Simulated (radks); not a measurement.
All-electron atom: La II in [Xe] 5d2.

All-electron calculation, non-relativistic Kohn-Sham, RPBE, spin-polarised, spherical densities, point nucleus; open shells are filled with parallel spins first (spin-orbit coupling, left out, can overturn this in heavy ions); relativity is left out, which matters for an element this heavy. Program: a radial shooting solver on a logarithmic mesh with Libxc functionals.

Energy parts (eV):
total: -223772.54
kinetic: 223698.06
electron-nucleus: -529430.23
Hartree: 87316.69
exchange-correlation: -5357.05

Orbitals (lengths in bohr, moments of r in powers of bohr; <r^-3> diverges for s and p1/2):
[
 {"orbital": "1s down", "occ.": "1", "eigenvalue (eV)": "-36929.37", "<r>": "0.02664", "<r^-3>": "-", "<1/r>": "56.47"},
 {"orbital": "1s up", "occ.": "1", "eigenvalue (eV)": "-36929.36", "<r>": "0.02664", "<r^-3>": "-", "<1/r>": "56.47"},
 {"orbital": "2s up", "occ.": "1", "eigenvalue (eV)": "-5717.451", "<r>": "0.1142", "<r^-3>": "-", "<1/r>": "13.02"},
 {"orbital": "2s down", "occ.": "1", "eigenvalue (eV)": "-5717.389", "<r>": "0.1142", "<r^-3>": "-", "<1/r>": "13.02"},
 {"orbital": "2p up", "occ.": "3", "eigenvalue (eV)": "-5401.152", "<r>": "0.09711", "<r^-3>": "6176", "<1/r>": "13.04"},
 {"orbital": "2p down", "occ.": "3", "eigenvalue (eV)": "-5401.109", "<r>": "0.09711", "<r^-3>": "6177", "<1/r>": "13.04"},
 {"orbital": "3s up", "occ.": "1", "eigenvalue (eV)": "-1224.888", "<r>": "0.2997", "<r^-3>": "-", "<1/r>": "4.817"},
 {"orbital": "3s down", "occ.": "1", "eigenvalue (eV)": "-1224.862", "<r>": "0.2997", "<r^-3>": "-", "<1/r>": "4.817"},
 {"orbital": "3p up", "occ.": "3", "eigenvalue (eV)": "-1089.005", "<r>": "0.2897", "<r^-3>": "1198", "<1/r>": "4.747"},
 {"orbital": "3p down", "occ.": "3", "eigenvalue (eV)": "-1088.977", "<r>": "0.2897", "<r^-3>": "1198", "<1/r>": "4.747"},
 {"orbital": "3d up", "occ.": "5", "eigenvalue (eV)": "-836.2516", "<r>": "0.2605", "<r^-3>": "198.7", "<1/r>": "4.627"},
 {"orbital": "3d down", "occ.": "5", "eigenvalue (eV)": "-836.2057", "<r>": "0.2605", "<r^-3>": "198.7", "<1/r>": "4.627"},
 {"orbital": "4s up", "occ.": "1", "eigenvalue (eV)": "-248.7915", "<r>": "0.6838", "<r^-3>": "-", "<1/r>": "2.029"},
 {"orbital": "4s down", "occ.": "1", "eigenvalue (eV)": "-248.7200", "<r>": "0.6839", "<r^-3>": "-", "<1/r>": "2.029"},
 {"orbital": "4p up", "occ.": "3", "eigenvalue (eV)": "-198.5331", "<r>": "0.7056", "<r^-3>": "254.8", "<1/r>": "1.936"},
 {"orbital": "4p down", "occ.": "3", "eigenvalue (eV)": "-198.4670", "<r>": "0.7056", "<r^-3>": "254.6", "<1/r>": "1.935"},
 {"orbital": "4d up", "occ.": "5", "eigenvalue (eV)": "-110.7490", "<r>": "0.7633", "<r^-3>": "34.84", "<1/r>": "1.729"},
 {"orbital": "4d down", "occ.": "5", "eigenvalue (eV)": "-110.6842", "<r>": "0.7633", "<r^-3>": "34.83", "<1/r>": "1.729"},
 {"orbital": "5s up", "occ.": "1", "eigenvalue (eV)": "-39.4363", "<r>": "1.641", "<r^-3>": "-", "<1/r>": "0.7981"},
 {"orbital": "5s down", "occ.": "1", "eigenvalue (eV)": "-38.7362", "<r>": "1.628", "<r^-3>": "-", "<1/r>": "0.8060"},
 {"orbital": "5p up", "occ.": "3", "eigenvalue (eV)": "-26.0927", "<r>": "1.848", "<r^-3>": "36.00", "<1/r>": "0.7031"},
 {"orbital": "5p down", "occ.": "3", "eigenvalue (eV)": "-25.1873", "<r>": "1.831", "<r^-3>": "37.21", "<1/r>": "0.7116"},
 {"orbital": "5d up", "occ.": "2", "eigenvalue (eV)": "-7.8410", "<r>": "2.786", "<r^-3>": "2.423", "<1/r>": "0.4653"},
 {"orbital": "5d down", "occ.": "0", "eigenvalue (eV)": "-6.7053", "<r>": "2.812", "<r^-3>": "2.428", "<1/r>": "0.4629"}
]

The highest occupied level is 5d up at -7.841 eV. The electron density at the nucleus is 1.312e+05 e/bohr^3. Spin moment in Bohr magnetons: 2. Virial ratio -V/T = 2.00033.
